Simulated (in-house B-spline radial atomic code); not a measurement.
RPA and G0W0 for Eu2+, [Xe] 4f7, highest spin, as one setting changes: the radius of a hard wall (bohr). Start: PBE. A dash marks a level of low quasi-particle weight. Computed with an all-electron radial atomic-structure program (B-spline basis): all electrons, scalar-relativistic (spin-free one-electron X2C), finite nucleus, each spin shell either full or empty, empty states to l = 9 with an (l + 1/2)⁻⁴ tail; G0W0 by contour deformation at full frequency.

Without the two-electron picture change, the correlation of inner shells comes somewhat too large for so heavy an element.

| radius of a hard wall (bohr) | mean-field level (eV) | G0W0 level (eV) | RPA correlation (Eh) |
| --- | --- | --- | --- |
| 2 | 23.526 | 4f up 11.202 | -5.3373 |
| 2.5 | -0.350 | 4f up -10.975 | -5.2997 |
| 3 | ? | ? | ? |
| 3.5 | -14.639 | 4f up -23.257 | -5.2767 |
| 4 | -16.420 | 4f up -24.494 | -5.275 |
| 5 | -17.448 | 4f up -24.934 | -5.2747 |
| 6 | ? | ? | ? |
| 8 | -17.647 | - | -5.2734 |
| 12 | -17.648 | - | -5.2723 |

(1) What belongs in the row for 6?

(2) What belongs in the row for 3?

Results:

(1) mean-field level (eV): -17.615; G0W0 level (eV): 4f up -24.868; RPA correlation (Eh): -5.2744.

(2) mean-field level (eV): -10.379; G0W0 level (eV): 4f up -19.807; RPA correlation (Eh): -5.2832.
